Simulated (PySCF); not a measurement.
C₂H₇NSi₃. Atoms are numbered in the order given.

```xyz
13

C      3.3409    -0.6868     0.0000
C      2.2770    -0.0698     0.0000
Si     0.6670     0.8002     0.0000
Si    -0.9843    -0.0808     1.4485
N     -1.8947    -0.5355     0.0000
Si    -0.9843    -0.0808    -1.4485
H      4.2790    -1.2265     0.0000
H      0.8707     2.2893     0.0000
H     -0.5674    -1.2471     2.3107
H     -1.7166     0.8925     2.3419
H     -2.8041    -1.0075     0.0000
H     -1.7166     0.8925    -2.3419
H     -0.5674    -1.2471    -2.3107
```

Geometry optimised at PBE-D3(BJ)/def2-SVP. The structure was generated by enumeration, and PubChem lists no compound with its InChIKey, so it may never have been made.

Level of theory: PBE-D3(BJ)/def2-SVP (PySCF).

Frequencies are harmonic and unscaled.

| mode | ν (cm⁻¹) | IR (km/mol) | moving atoms (share of kinetic energy) |
|---|---|---|---|
| 1 | 59 | 0.3 | N 37 %, C 26 %, H 19 %, Si 18 % |
| 2 | 91 | 0.3 | Si 47 %, C 33 %, H 19 % |
| 3 | 122 | 0.2 | Si 34 %, H 31 %, C 18 %, N 17 % |
| 4 | 269 | 7.7 | C 70 %, H 23 % |
| 5 | 297 | 12.6 | C 72 %, H 16 %, Si 12 % |
| 6 | 328 | 0.9 | Si 70 %, N 17 %, H 9 % |
| 7 | 387 | 0.0 | Si 58 %, H 41 % |
| 8 | 402 | 2.8 | Si 54 %, H 33 %, C 11 % |
| 9 | 449 | 82.7 | H 82 %, Si 11 % |
| 10 | 450 | 10.4 | H 56 %, Si 36 %, C 8 % |
| 11 | 485 | 9.9 | H 63 %, Si 33 % |
| 12 | 594 | 12.0 | H 87 %, Si 12 % |
| 13 | 643 | 22.6 | Si 40 %, C 40 %, H 17 % |
| 14 | 666 | 75.0 | H 78 %, N 15 % |
| 15 | 668 | 0.1 | H 93 % |
| 16 | 676 | 23.0 | H 76 %, C 24 % |
| 17 | 684 | 6.3 | H 38 %, N 36 %, Si 23 % |
| 18 | 688 | 15.5 | H 78 %, Si 18 % |
| 19 | 693 | 26.7 | H 76 %, C 24 % |
| 20 | 742 | 146.9 | H 81 %, Si 14 % |
| 21 | 830 | 107.5 | N 41 %, H 41 %, Si 18 % |
| 22 | 857 | 280.5 | H 60 %, Si 20 %, N 19 % |
| 23 | 935 | 232.6 | H 97 % |
| 24 | 969 | 10.0 | H 89 %, Si 8 % |
| 25 | 1082 | 88.2 | H 68 %, N 30 % |
| 26 | 2072 | 13.5 | C 91 %, H 9 % |
| 27 | 2121 | 237.4 | H 97 % |
| 28 | 2125 | 193.1 | H 96 % |
| 29 | 2130 | 50.1 | H 96 % |
| 30 | 2133 | 72.7 | H 97 % |
| 31 | 2164 | 83.1 | H 97 % |
| 32 | 3391 | 68.4 | H 86 %, C 14 % |
| 33 | 3505 | 25.5 | H 93 % |
